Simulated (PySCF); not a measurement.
**Circular dichroism: SMILES F[C@@H]1C[CH2][Ge@@H]1[F], C3H6F2Ge**

Cartesian coordinates in Å; atom numbers follow the order of the lines, from 1:
```xyz
12

F    -0.3846    2.3212    0.2100
C    -0.5129    1.0663   -0.3176
C    -0.8215   -0.0135    0.7291
C    -0.0353   -1.2331    0.2155
Ge    1.1536    0.0042   -0.8445
F     2.5256    0.4732    0.1582
H    -1.2690    1.1336   -1.1039
H    -1.8872   -0.2014    0.8551
H    -0.4134    0.3210    1.6833
H    -0.6418   -1.8704   -0.4237
H     0.4024   -1.8432    1.0009
H     1.8852   -0.1585   -2.1884
```

Computed with TDDFT BHandHLYP/aug-cc-pVDZ circular dichroism and optical rotation, one conformer, gas phase (PySCF). Geometry: GFN2-xTB.

The calculation is non-relativistic, which matters for the atoms heavier than Zn.

Q: What are the CIP labels of the stereocentres?

A: C2 S, Ge5 S.

Q: List the lowest 12 singlet excitations with oscillator and rotatory strengths.

A: Rotatory strengths R in 10⁻⁴⁰ esu² cm², velocity form and length form (origin at the centre of mass); f in length form.
```tsv
state	E (eV)	λ (nm)	f	R (velocity)	R (length)	main
1	6.43	193	0.006	+8.7	+9.1	HOMO→LUMO+1 0.41, HOMO→LUMO+2 0.29
2	7.04	176	0.033	-30.7	-30.3	HOMO→LUMO+1 0.35, HOMO→LUMO+2 0.22
3	7.19	173	0.036	-35.8	-36.0	HOMO→LUMO 0.63, HOMO→LUMO+2 0.16
4	7.30	170	0.056	-6.7	-6.9	HOMO−1→LUMO+1 0.27, HOMO−1→LUMO 0.20
5	7.50	165	0.033	+71.8	+72.1	HOMO−1→LUMO+2 0.48
6	7.61	163	0.056	+20.8	+20.9	HOMO→LUMO+3 0.62
7	7.90	157	0.021	+8.4	+8.7	HOMO−1→LUMO 0.53, HOMO−1→LUMO+1 0.25
8	8.02	155	0.018	+11.9	+11.9	HOMO→LUMO+4 0.52, HOMO→LUMO+5 0.16
9	8.08	153	0.006	+1.8	+1.6	HOMO→LUMO+5 0.44, HOMO→LUMO+3 0.18
10	8.30	149	0.176	-30.3	-30.3	HOMO−1→LUMO+3 0.50, HOMO→LUMO+6 0.13
11	8.48	146	0.042	+30.2	+30.5	HOMO→LUMO+6 0.50, HOMO−1→LUMO+3 0.15
12	8.67	143	0.055	+25.4	+25.4	HOMO−1→LUMO+4 0.47, HOMO→LUMO+9 0.08
```

Among the states computed, the strongest CD band (largest |R|) is state 5. The largest dissymmetry factor in size, g = 4R/(D+G), with D and G the electric and magnetic dipole strengths, is +0.025 for state 5 (velocity form, f = 0.033), among bands with |R| over 0.5. The mirror image has the same energies and oscillator strengths and all R with the opposite sign.
